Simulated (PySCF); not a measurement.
# `CO[C@@H]([SiH3])[C@H](C)O`, C4H12O2Si

Cartesian coordinates in Å; atom numbers follow the order of the lines, from 1:
```xyz
19

C    -1.673    1.638    0.132
O    -0.455    1.054   -0.227
C    -0.234   -0.223    0.379
Si   -1.289   -1.586   -0.479
C     1.228   -0.597    0.130
C     2.208    0.518    0.483
O     1.353   -0.999   -1.219
H    -2.526    1.034   -0.200
H    -1.742    1.772    1.220
H    -1.708    2.612   -0.354
H    -0.416   -0.137    1.461
H    -0.630   -2.874   -0.313
H    -1.478   -1.204   -1.875
H    -2.597   -1.647    0.189
H     1.460   -1.492    0.717
H     2.173    0.722    1.550
H     1.945    1.424   -0.057
H     3.218    0.219    0.212
H     1.154   -0.223   -1.757
```

Theory: TDDFT LC-wPBE/def2-SVPD circular dichroism and optical rotation, one conformer, gas phase (PySCF). Geometry: GFN2-xTB.

The molecule is flexible and this is one conformer; a measurement averages over conformers.

Question: Draw the ECD and absorption spectra from the lowest 8 states, each a Gaussian of half-width 0.2 eV at 1/e height.

Answer: 
| E (eV) | λ (nm) | Δε (L mol⁻¹ cm⁻¹) | ε (L mol⁻¹ cm⁻¹) |
| --- | --- | --- | --- |
| 6.77 | 183 | -0.03 | 2.81 |
| 6.87 | 180 | -0.28 | 26.7 |
| 6.97 | 178 | -1.61 | 154 |
| 7.07 | 175 | -5.60 | 536 |
| 7.17 | 173 | -11.86 | 1140 |
| 7.27 | 171 | -15.21 | 1460 |
| 7.37 | 168 | -11.67 | 1160 |
| 7.47 | 166 | -4.34 | 667 |
| 7.57 | 164 | +3.39 | 670 |
| 7.67 | 162 | +11.85 | 1280 |
| 7.77 | 160 | +18.75 | 1930 |
| 7.87 | 158 | +21.25 | 2130 |
| 7.97 | 156 | +23.33 | 2340 |
| 8.07 | 154 | +28.56 | 3440 |
| 8.17 | 152 | +34.48 | 6340 |
| 8.27 | 150 | +36.27 | 11200 |
| 8.37 | 148 | +28.40 | 14800 |
| 8.47 | 146 | +18.40 | 14000 |
| 8.57 | 145 | +21.69 | 10500 |
| 8.67 | 143 | +29.96 | 7550 |
| 8.77 | 141 | +22.91 | 5140 |

Δε uses R in velocity form, ε uses f in length form. Only the states computed contribute, so the short-wavelength end is incomplete.
